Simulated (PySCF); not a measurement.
Numbering as in the mapped SMILES `[C-:1]#[N+:2][CH:3]1[CH2:4][CH2:5][CH2:6][CH2:7][CH2:8]1` (H(Xn): hydrogen on atom n). Ha(C4), Ha(C5), Ha(C6), Ha(C7), Ha(C8) are cis to N2 on the ring; Hb(C4), Hb(C5), Hb(C6), Hb(C7), Hb(C8) are trans to N2 on the ring.

Geometry: PBE0-D3(BJ)/def2-SVP; GIAO shifts from PySCF 2.14, gas phase, non-relativistic, averaged over equivalent atoms.

At BLYP/pcSseg-1 (191 basis functions, 34 s wall time on 1 thread of an Arm Neoverse V2, shared host):
| atoms | δ (ppm) |
| --- | --- |
| C1 | 172.0 |
| C3 | 53.8 |
| C4/C8 | 40.5 |
| C6 | 30.5 |
| C5/C7 | 30.4 |
| N2 | 210.0 |
| H(C3) | 3.08 |
| Hb(C4)/Hb(C8) | 2.14 |
| Ha(C5)/Ha(C7) | 1.75 |
| Hb(C6) | 1.60 |
| Ha(C4)/Ha(C8) | 1.41 |
| Hb(C5)/Hb(C7) | 1.23 |
| Ha(C6) | 1.15 |

References, each an isolated molecule treated in the same way: ¹³C (σref 175.31) and ¹H (σref 31.36) against TMS; ¹⁵N (σref 262.57) against NH3.

Estimate the result of repeating the calculation with OPBE/pcSseg-1.

Results:


```tsv
atoms	δ at OPBE/pcSseg-1	change
C1	164.9	-7.1
C3	49.7	-4.1
C4/C8	35.6	-4.9
C6	27.0	-3.5
C5/C7	27.3	-3.1
N2	196.5	-13.5
H(C3)	3.09	+0.01
Hb(C4)/Hb(C8)	2.07	-0.07
Ha(C5)/Ha(C7)	1.70	-0.05
Hb(C6)	1.52	-0.08
Ha(C4)/Ha(C8)	1.43	+0.02
Hb(C5)/Hb(C7)	1.21	-0.02
Ha(C6)	1.14	-0.01
```

Referencing at the same level of theory: ¹³C (185.13 ppm), ¹H (31.23 ppm) against TMS; NH3 for ¹⁵N (264.09 ppm).

The largest change is at N2 (isocyanide nitrogen). Cost: 191 basis functions, 35 s wall time on 1 thread of an Arm Neoverse V2, shared host. The order of the carbon signals changes between the two levels.

Experimental scales use liquid or dissolved standards, which lie at an offset from isolated NH3 (liquid NH3: subtract about 20 ppm). Unscaled 15N shifts of sp2 nitrogen come out 20 to 40 ppm too high even then.
